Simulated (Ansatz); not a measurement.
`OB(Br)O[SiH3]` + `OB(O)F` → `OB(F)O[SiH3]` + `OB(O)Br`  (ligand exchange at the Si–O bond)

Isolated molecules relaxed with PBE0-D4/def2-TZVP in Ansatz; ΔE leaves out vibrations. CCSD(T)/CBS is the MP2 limit (def2-TZVPP, def2-QZVPP) plus CCSD(T) − MP2 in def2-TZVPP, frozen cores. DFT in def2-TZVPP. For Br outer-core shells are correlated without core-valence functions, which leaves a few kJ/mol of doubt a bond. Scalar relativity is left out up to krypton. Each species was taken in one conformer, which may not be the lowest.

```json
{"species": "`OB(Br)O[SiH3]`", "BHLYP-D4 energy (Eh)": "-3041.54578"}
{"species": "`OB(O)F`", "BHLYP-D4 energy (Eh)": "-276.53157"}
{"species": "`OB(F)O[SiH3]`", "BHLYP-D4 energy (Eh)": "-567.27648"}
{"species": "`OB(O)Br`", "BHLYP-D4 energy (Eh)": "-2750.79991"}
```

**Question.** Work out ΔE.

**Answer.** ΔE = (-567.27648) + (-2750.79991) − (-3041.54578) − (-276.53157) = 0.00096 Eh = +2.5 kJ/mol. CCSD(T)/CBS gives +3.3 kJ/mol.

Largest T1 diagnostic among the species: 0.012.

At CCSD(T), def2-SVP lies −4.4 kJ/mol from the extrapolated value and def2-TZVPP −1.0 kJ/mol. Leaving LDA and LC-ωPBE aside and taking each functional with its dispersion term where it has one, the values, not all of them listed here, spread over 2.3 kJ/mol, from B2PLYP to PBE-D4. In def2-TZVPP, CCSD(T) changes the Hartree–Fock value by +4.1 kJ/mol (the triples alone add +0.9 kJ/mol) and MP2 by +5.2 kJ/mol.
